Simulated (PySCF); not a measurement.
A GIAO shielding run with PySCF (density fitting, non-relativistic, gas phase) on `C/N=C/C(F)(F)[SiH2][SiH2][SiH3]`, C3H11F2NSi3:

```
$ OMP_NUM_THREADS=1 python probes_run.py task.json out

{"job": {"kind": "nmr", "xc": "PBE0", "basis": "pcSseg-1"}, "charge": 0, "multiplicity": 1}
C     -2.244692     0.743368    -0.907648
N     -1.072543     0.523455    -0.125946
C     -0.837153     1.199542     0.907186
C      0.390073     0.885297     1.683247
F      1.497866     1.427052     1.063268
F      0.342467     1.502897     2.902147
Si     0.631216    -1.043533     1.789997
Si     0.700807    -1.710106    -0.424662
Si     1.697362    -0.260955    -1.938087
H     -2.790304    -0.199163    -0.965175
H     -1.937475     1.009203    -1.919675
H     -2.897648     1.525507    -0.502185
H     -1.502958     1.975571     1.303594
H     -0.486001    -1.437927     2.659390
H      1.825869    -1.163493     2.633081
H      1.469900    -2.979594    -0.394701
H     -0.627492    -2.187144    -0.841773
H      0.935739     0.966351    -2.168933
H      3.039518     0.127903    -1.502820
H      1.860301    -0.893554    -3.253341
```

Hardware: 1 thread of an Arm Neoverse N1, shared host. The job also computes population analyses, field gradients.

(1) How large is the calculation?

(2) How long does it take, and how much memory does it need?

Results:

(1) 96 electrons, 229 basis functions and 1256 auxiliary functions.

(2) 97 s of wall time, with 14 SCF cycles and 5 response iterations; peak memory 1.1 GiB. Times on a shared host scatter by some tens of per cent.
